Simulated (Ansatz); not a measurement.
Consider the formal exchange of groups at the Si–C bond: `C=C=C[SiH](C)F` + `CCN[SiH3]` → `C[SiH](F)N[SiH3]` + `C=C=CCC`.

Isolated molecules relaxed with PBE0-D4/def2-TZVP in Ansatz; ΔE leaves out vibrations. CBS: MP2 limit from def2 TZ/QZ plus the TZ coupled-cluster correction, frozen cores. DFT in def2-TZVPP. B3LYP here is the variant with VWN-RPA as its local correlation; programs differ in this. One conformer a species, not always the lowest.

`C=C=C[SiH](C)F`:

Cartesian coordinates in Å:
```
C 1.209 1.756 -1.242
C 0.317 1.485 -0.335
C -0.568 1.164 0.563
Si -0.936 -0.612 0.945
C 0.069 -1.764 -0.098
F -0.601 -0.870 2.494
H 0.932 1.864 -2.285
H 2.251 1.894 -0.976
H -1.102 1.960 1.082
H -2.394 -0.861 0.802
H -0.193 -1.653 -1.153
H 1.136 -1.561 0.009
H -0.118 -2.800 0.194
```

`CCN[SiH3]`:

Cartesian coordinates in Å:
```
C 1.491 -1.092 0.666
C 0.082 -0.796 0.192
N -0.002 0.477 -0.495
Si -1.413 1.452 -0.520
H 1.843 -0.308 1.339
H 1.536 -2.051 1.189
H 2.182 -1.144 -0.181
H -0.591 -0.755 1.056
H -0.277 -1.627 -0.434
H 0.642 0.557 -1.267
H -1.062 2.727 -1.198
H -1.843 1.700 0.883
H -2.589 0.862 -1.230
```

`C[SiH](F)N[SiH3]`:

```xyz
13

C     1.154    0.989    1.083
Si   -0.207   -0.257    1.215
F    -1.494    0.513    1.790
N    -0.553   -0.999   -0.290
Si   -0.593   -0.335   -1.887
H     2.077    0.522    0.730
H     0.892    1.795    0.394
H     1.348    1.436    2.062
H     0.079   -1.341    2.186
H    -0.906   -1.943   -0.212
H    -1.957   -0.403   -2.477
H     0.329   -1.060   -2.801
H    -0.170    1.084   -1.794
```

`C=C=CCC`:

Cartesian coordinates in Å:
```
C 2.356 1.148 0.842
C 1.342 0.346 0.704
C 0.328 -0.455 0.555
C -0.452 -0.626 -0.716
C -1.916 -0.241 -0.551
H 2.222 2.179 1.154
H 3.371 0.812 0.654
H 0.002 -1.038 1.417
H 0.011 -0.028 -1.505
H -0.386 -1.673 -1.033
H -2.393 -0.832 0.234
H -2.013 0.813 -0.279
H -2.471 -0.406 -1.478
```

```
             level  ΔE (kJ/mol)
          B3LYP-D4        -94.0
            B2PLYP        -96.5
              PBE0        -91.9
             B3LYP        -93.6
   CCSD/def2-TZVPP        -99.5
     HF/def2-QZVPP       -101.2
SCS-MP2/def2-QZVPP       -100.5
    CCSD/CBS(def2)       -100.4
```

Task: What does CCSD(T)/CBS give? (Best estimate.)

Result: Ansatz gave: -99.5 kJ/mol. The listed levels differ from it by 5.5, 3.0, 7.6, 5.9, 0.0, -1.7, -1.0, -0.9 kJ/mol.

Largest T1 diagnostic among the species: 0.012.

From PBE to PBE0 (25 % exact exchange), in def2-TZVPP and without D4, ΔE moves by −4.0 kJ/mol.
